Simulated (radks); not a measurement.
Values are calculated unless marked as measured or tabulated.
Initial-state core-level shifts of the bromine ion Br+ when its valence configuration changes from [Ar] 3d10 4s2 4p4. Code: a radial shooting solver on a logarithmic mesh with Libxc functionals. Model: scalar-relativistic Kohn-Sham, PBE, spin-unpolarised, spherical densities, point nucleus. Shifts are changes of the shell-averaged eigenvalues in eV (positive: less bound).

valence	1s	2s	2p	3p
3d10 4s1 4p5	-1.619	-1.585	-1.577	-1.594
3d10 4p6	-3.183	-3.118	-3.100	-3.137
3d9.5 4s2 4p4.5	-7.747	-8.567	-8.509	-6.472
3d10 4s1.5 4p4.5	-0.817	-0.800	-0.795	-0.803
3d9 4s2 4p5	-15.700	-17.381	-17.263	-13.015
3d10 4s0.5 4p5.5	-2.408	-2.358	-2.344	-2.371
3d8 4s2 4p6	-32.221	-35.729	-35.496	-26.303
3d9.5 4s1.5 4p5	-8.534	-9.341	-9.277	-7.246
3d8.5 4s2 4p5.5	-23.859	-26.436	-26.260	-19.626
